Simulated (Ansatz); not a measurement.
Ansatz (a program for electronic structure) input (PBE0/STO-3G):

Ansatz 0.2 input:
```yaml
crystal:
  periodic: [false, false, false]
  atoms:
    - {symbol: C, position_ang: [0.03434502, -0.57922268, -0.11175593]}
    - {symbol: N, position_ang: [-1.15449918, -1.10532927, 0.07153505]}
    - {symbol: S, position_ang: [0.69612047, 0.86592196, -0.00741171]}
    - {symbol: H, position_ang: [-1.30630618, -2.09085571, -0.06953560]}
    - {symbol: H, position_ang: [-1.95619727, -0.55125461, 0.35791320]}
basis:
  gaussian:
    orbitals: STO-3G
hamiltonian:
  xc: {name: PBE0}
magnetization: {spin_polarized: true, initial_magnetization: 1}
```

End of the output:

```
integrals: 0.01 GiB planned
259 factors; integrals over basis functions are off by at most 2.6e-5 eV
mean field: 0.08 GiB planned
mean field evaluation 1: about -13233.1716 eV, gradient 5.2e0 eV
mean field evaluation 2: about -13233.1292 eV, gradient 7.0e0 eV
mean field evaluation 4: about -13233.4792 eV, gradient 2.5e-1 eV
mean field evaluation 8: about -13233.4682 eV, gradient 8.1e-2 eV
mean field evaluation 16: about -13233.4683 eV, gradient 2.7e-5 eV
mean field -13233.46826606 eV, -486.3209888106 hartree, gradient 2.7e-5 eV, S^2 0.751955; 0 other end points of the search recorded, 0 dependent functions left out
reference -13233.46827808 eV, -486.3209892523 hartree; 16, 15 occupied and 5, 6 virtual orbitals, 259 factors
Total energy: -13233.46827808 eV, -486.3209892523 hartree
```

It need not be the lowest isomer of its formula.
